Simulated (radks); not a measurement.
Problem. The mean radii <r> (bohr) of the occupied orbitals of an atom or ion are listed with their occupations. All-electron calculation, scalar-relativistic Kohn-Sham, r2SCAN, spin-unpolarised, spherical densities, finite nucleus; meta-GGA in the generalised Kohn-Sham scheme; Fermi nuclear charge, rms radius of each element as measured or else 0.836 A^(1/3) + 0.57 fm. Program: a radial shooting solver on a logarithmic mesh with Libxc functionals.

orbital  occ.      <r>
1s          2  0.04551
2s          2   0.2025
2p          6   0.1772
3s          2   0.5921
3p          6   0.6086
3d          9   0.6466
4s          2    1.688
4p          1    1.929
4f          1    5.774

Name the element and its charge.

Solution. Z = 33, arsenic, charge +2: As2+ in [Ar] 3d9 4s2 4p1 4f1. The 1s radius gives Z: for a bare nucleus <r> = (2 gamma + 1)/(2Z) with gamma = sqrt(1 - (Z/c)^2), 0.04456 bohr for Z = 33, and screening makes it slightly larger (0.04551 here). The occupations add up to 31, and the charge is Z minus that.
